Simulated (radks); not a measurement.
Numerical settings for neutral lutetium, [Xe] 4f14 5d1 6s2. Calculated with a radial shooting solver on a logarithmic mesh with Libxc functionals: scalar-relativistic Kohn-Sham, r2SCAN, spin-polarised, spherical densities, finite nucleus; open shells are filled with parallel spins first (spin-orbit coupling, left out, can overturn this in heavy ions); meta-GGA in the generalised Kohn-Sham scheme; Fermi nuclear charge, rms radius 5.37 fm. The defaults (mesh step 0.008 in ln r, mesh end at 40 bohr or more with all orbitals vanishing there, Anderson mixing 0.5 over 9 steps, residual threshold near 1e-9 with the energy settled to 1e-9 hartree or 1e-11 of itself, here a cap of 65 iterations) give E = -14562.997 hartree and 5d at -1.911 eV in 14 iterations. Run on one thread of a shared host, so times are rough (Arm Neoverse V1): 0.32 s of CPU time, 0.32 s wall, 14 iterations on 2440 mesh points. Changes against that run (0 stands for a change within the tolerance of the run):

\begin{tabular}{lrrrrr}
setting & iterations & converged & E (mhartree) & e(5d) (meV) & CPU (s) \\ \hline
mesh step in ln r 0.02 & 15 & yes & +0.121 & -0.00447 & 0.15 \\
mesh step in ln r 0.03 & 15 & yes & +0.843 & +0.0507 & 0.11 \\
mesh step in ln r 0.012 & 15 & yes & +0.00341 & 0 & 0.24 \\
mesh end (bohr) 5 & 13 & level above zero & +247 & +4.16e+03 & 0.27 \\
mesh end (bohr) 20 & 14 & yes & 0 & +0.0541 & 0.31 \\
residual threshold 0.1 & 11 & yes & 0 & +1.15 & 0.28 \\
residual threshold 1e-13 & 47 & yes & 0 & 0 & 0.62 \\
mixing 0.2 & 34 & yes & 0 & +0.111 & 0.75 \\
linear mixing, mixing 0.8 & 65 & no & +9.21e+04 & -2.41e+05 & 2.7 \\
linear mixing, mixing 0.5 & 60 & yes & 0 & -0.00606 & 1.1 \\
mixing history 3 & 16 & yes & 0 & +0.0344 & 0.35 \\
iteration cap 5 & 5 & no & +38.4 & +535 & 0.14 \\
\end{tabular}

Settled on a wrong energy, with an occupied level pushed above zero by the early mesh end: mesh end (bohr) 5 (+0.247 hartree). Apart from these: no run marked as converged misses the energy by more than 1 mhartree. A mesh that ends early acts as a hard wall.
